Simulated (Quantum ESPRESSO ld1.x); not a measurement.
Problem. The bromine ion Br3+, configuration [Ar] 3d10 4s2 4p2 (the NIST ground configuration). All-electron calculation, Dirac Kohn-Sham, rPW86 exchange with PBE correlation, spin-unpolarised, spherical densities, point nucleus; open shells are shared between the two j in proportion to 2j + 1. Program: ld1.x of Quantum ESPRESSO 7.5.

Spin-orbit splittings of the eigenvalues, e(l+1/2) - e(l-1/2), with zeta = 2 splitting/(2l+1) and mean radii in bohr:

| shell | occ. | splitting (eV) | zeta (eV) | <r> j=l-1/2 | <r> j=l+1/2 |
|---|---|---|---|---|---|
| 2p | 6 | 47.56 | 31.71 | 0.1627 | 0.1666 |
| 3p | 6 | 6.833 | 4.556 | 0.5563 | 0.5667 |
| 3d | 10 | 1.087 | 0.4349 | 0.5858 | 0.5898 |
| 4p | 2 | ? | ? | 1.748 | 1.775 |

Estimate the 4p splitting.

Solution. 0.7302 eV (zeta = 0.4868 eV).
